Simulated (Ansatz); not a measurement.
One change: `[CH3][In]([CH3])[F]` becomes `[CH3][In]([F])[SiH3]`.

Ansatz, PBE0-D4/def2-TZVP geometries, multiplicity 1. 

Elements past krypton have def2 core potentials.

| property | `[CH3][In]([CH3])[F]` |
| --- | --- |
| HOMO–LUMO gap (B3LYP/def2-TZVPP) / eV | 6.21 |
| HOMO–LUMO gap (ωB97M-V/def2-TZVPP) / eV | 10.26 |
| HOMO energy (PBE/def2-TZVPP) / eV | -6.49 |
| HOMO–LUMO gap (PBE0/def2-TZVPP) / eV | 6.75 |
| HOMO energy (ωB97M-V/def2-TZVPP) / eV | -9.90 |
| HOMO–LUMO gap (PBE/def2-TZVPP) / eV | 4.77 |

(1) Give the same properties after the change, and the shifts. (An estimate is asked.)

## Answers

(1) The calculation gave: 
```tsv
property	`[CH3][In]([F])[SiH3]`	shift
HOMO–LUMO gap (B3LYP/def2-TZVPP) / eV	5.33	-0.88
HOMO–LUMO gap (ωB97M-V/def2-TZVPP) / eV	9.35	-0.91
HOMO energy (PBE/def2-TZVPP) / eV	-6.40	0.09
HOMO–LUMO gap (PBE0/def2-TZVPP) / eV	5.81	-0.94
HOMO energy (ωB97M-V/def2-TZVPP) / eV	-9.54	0.36
HOMO–LUMO gap (PBE/def2-TZVPP) / eV	3.98	-0.79
```

With PBE0 the HOMO rises by 0.23 eV and the LUMO falls by 0.72 eV, so the gap narrows by about 0.95 eV. PBE moves the HOMO by 0.09 eV and ωB97M-V by 0.36 eV.

B3LYP here is the variant with VWN-RPA as its local correlation; programs differ in this.
